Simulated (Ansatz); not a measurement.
Geometry optimisation, Ansatz 0.2.0, RKS PBE-D4/def2-SVP.

input.yaml

```yaml
crystal:
  periodic: [false, false, false]
  atoms:
    - { symbol: Sn, position_ang: [0.0, 0.0, 0.0] }
    - { symbol: H, position_ang: [0.0, 0.0, 2.09] }
    - { symbol: H, position_ang: [1.6408, 0.0, -0.5794] }
    - { symbol: H, position_ang: [-0.8195, 1.4198, -0.5794] }
    - { symbol: H, position_ang: [-0.8195, -1.4198, -0.5794] }
    - { symbol: F, position_ang: [-2.0593, 0.0, 0.6842] }
    - { symbol: H, position_ang: [-1.0838, 0.0, 1.8933] }
basis:
  gaussian: { orbitals: def2-SVP }
hamiltonian:
  xc: pbe
  dispersion: d4
relax:
  f_tol: 0.15
  max_steps: 25
  restrain:
    - { distance: [0, 5], at: 3.07, k: 30.0 }
    - { distance: [6, 1], at: 1.86, k: 30.0 }
    - { distance: [0, 1], at: 1.74, k: 30.0 }
    - { distance: [6, 5], at: 0.92, k: 30.0 }
output:
  orbitals: {}
```

Launched with:

```bash
$ ansatz run input.yaml --threads 1 --pin off --max-ram 2048MiB --backend cpu --events-out ev --progress --plain --runs-dir out
```

Problem. Where does it end, and by what steps?

Solution. It converged. The restraints hold the end off the free minimum. After 7 steps the energy has fallen by 2.416 eV (the restraints' own energy left out); F6 moved furthest, 0.85 Å. Parted: Sn1–F6 (2.17 → 3.07 Å). Joined: F6–H7 (1.55 → 0.93 Å).

```tsv
step	energy less start (eV)	largest force component (eV/Å)	accepted
0	0.0000	2.678	yes
1	-0.3544	3.649	yes
2	-1.2244	4.161	yes
3	-1.9083	3.500	yes
4	-2.3206	0.495	yes
5	-2.3986	0.544	yes
6	-2.4088	0.395	yes
7	-2.4163	0.364	yes
```

```xyz
7
Properties=species:S:1:pos:R:3
Sn 0.178 0.000 -0.101
H 0.141 0.000 1.639
H 1.855 0.000 -0.517
H -0.562 1.427 -0.707
H -0.562 -1.427 -0.707
F -2.492 0.000 1.417
H -1.699 0.000 1.906
```

Time of the run: 11 s on 1 thread of Arm Neoverse V2, with other jobs on the host, peak memory 0.11 GiB.
